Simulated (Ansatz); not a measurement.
```yaml
crystal:
  periodic: [false, false, false]
  atoms:
    - {symbol: N, position_ang: [-1.175561, 0.515072, 0.768055]}
    - {symbol: W, position_ang: [-0.101332, 0.002509, -0.498726]}
    - {symbol: N, position_ang: [1.297774, -0.771610, 0.182923]}
    - {symbol: F, position_ang: [-1.000365, -1.242558, -1.560869]}
    - {symbol: Cl, position_ang: [0.611179, 1.869850, -1.592987]}
    - {symbol: H, position_ang: [-1.463126, 0.652158, 1.724856]}
    - {symbol: H, position_ang: [1.892629, -1.093421, 0.930947]}
basis:
  gaussian: {orbitals: def2-mTZVP, fitting: {mean_field: def2-universal-jkfit}}
magnetization: {spin_polarized: true, initial_magnetization: 2}
hamiltonian: {xc: {name: B97M-V}, pseudopotentials: {relativity: none}}
output: {forces: true}
```

```sh
$ ansatz run in.yaml --threads 4 --pin off --events-out ev --progress --plain --max-ram 10444MiB
```

It prints (some lines left out):

```
Functional definition: B97M-V
  name "B97M-V"
  cite "Mardirossian & Head-Gordon, J. Chem. Phys. 142, 074111 (2015) doi:10.1063/1.4907719"
  cite "Becke, J. Chem. Phys. 107, 8554 (1997) doi:10.1063/1.475007"
  cite "Vydrov & Van Voorhis, J. Chem. Phys. 133, 244103 (2010) doi:10.1063/1.3521275"
  # Of w^i u^j: cxij and so on, Table III.
  parameter cx00 = 1.000
  parameter cx01 = 1.308
  parameter cx02 = 1.901
  parameter cx10 = 0.416
  parameter cx11 = 3.070
  parameter css00 = 1.000
  parameter css02 = -1.855
  parameter css10 = -5.668
  parameter css32 = -20.497
  parameter css42 = -20.364
  parameter cos00 = 1.000
  parameter cos01 = 1.573
  parameter cos03 = -6.298
  parameter cos10 = 2.535
  parameter cos32 = -6.427
  parameter b = 6.0
  parameter c = 0.01
  gx(w, u) = cx00 + cx01*u + cx02*u^2 + (cx10 + cx11*u)*w
  gss(w, u) = css00 + css02*u^2 + css10*w + (css32*w^3 + css42*w^4)*u^2
  gos(w, u) = cos00 + cos01*u + cos03*u^3 + cos10*w + cos32*w^3*u^2
  exchange = spin_sum(e_x_unif_s*gx(b97_w, b97_u_x))
  correlation = spin_sum(e_c_pw_mod_same_spin*gss(b97_w, b97_u_same))
      + integral(e_c_pw_mod_opposite_spin*gos(b97_w_opposite, b97_u_opposite)) + vv10(b, c)
622 factors; integrals over basis functions are off by at most 1.6e0 eV
mean field evaluation 1: about -20047.2670 eV, gradient 7.9e1 eV
mean field evaluation 2: about -19850.2600 eV, gradient 1.9e2 eV
mean field evaluation 4: about -20064.1465 eV, gradient 4.6e1 eV
mean field evaluation 8: about -20074.9576 eV, gradient 4.6e0 eV
mean field evaluation 16: about -20075.0610 eV, gradient 1.2e-2 eV
mean field evaluation 32: about -20075.0610 eV, gradient 1.9e-5 eV
mean field -20075.06103712 eV, -737.7448857490 hartree, gradient 1.3e-5 eV, S^2 2.012812; 10 other end points of the search recorded, 0 dependent functions left out
the calculation of the forces begins
reference -20075.06109362 eV, -737.7448878252 hartree; 29, 27 occupied and 92, 94 virtual orbitals, 622 factors
Total energy: -20075.06109362 eV, -737.7448878252 hartree
Atom 0 at    -1.175561     0.515072     0.768055 Å, force    -2.011191     0.716386     4.001216 eV/Å
Atom 1 at    -0.101332     0.002509    -0.498726 Å, force    -0.476777     1.124101    -4.486909 eV/Å
Atom 2 at     1.297774    -0.771610     0.182923 Å, force     3.009968    -1.895719     2.813296 eV/Å
Atom 3 at    -1.000365    -1.242558    -1.560869 Å, force    -0.783797    -1.027615    -1.053458 eV/Å
Atom 4 at     0.611179     1.869850    -1.592987 Å, force     0.308032     0.898551    -0.673947 eV/Å
Atom 5 at    -1.463126     0.652158     1.724856 Å, force    -0.511671     0.346284    -0.184493 eV/Å
Atom 6 at     1.892629    -1.093421     0.930947 Å, force     0.465438    -0.161988    -0.415704 eV/Å
Dipole moment:     0.143827    -0.073466     0.769418 e Å
```

Hardware: 4 threads of an Arm Neoverse V1 on a shared host. Wall time 24 s, peak host memory 0.45 GiB.
